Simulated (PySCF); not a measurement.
How methods differ on the excitation energy of Nb²⁺

Nb²⁺ [Kr] 4d3 (4F) → Nb²⁺ [Kr] 4d2 5p1 (high-spin determinant), as a difference of total energies. All numbers are calculated (PySCF 2.14, scalar relativity through the core potential, in def2-TZVPPD with the def2 core potential (28 electrons)). Correlated levels: valence: 4s2 4p6 frozen. The calculations carry no spin-orbit coupling.

```
           method  excitation energy (cm⁻¹)
              UHF                     65113
    MP2 (valence)                     66087
SCS-MP2 (valence)                     65438
   CCSD (valence)                     65706
CCSD(T) (valence)                     65616
```

The coupled-cluster amplitudes are large for the upper state (T1 above 0.03 or a double amplitude above 0.15), so a single reference is strained.

The determinant of the upper state mixes LS terms, which raises its energy above the lowest term, most at the Hartree-Fock and MP2 levels.
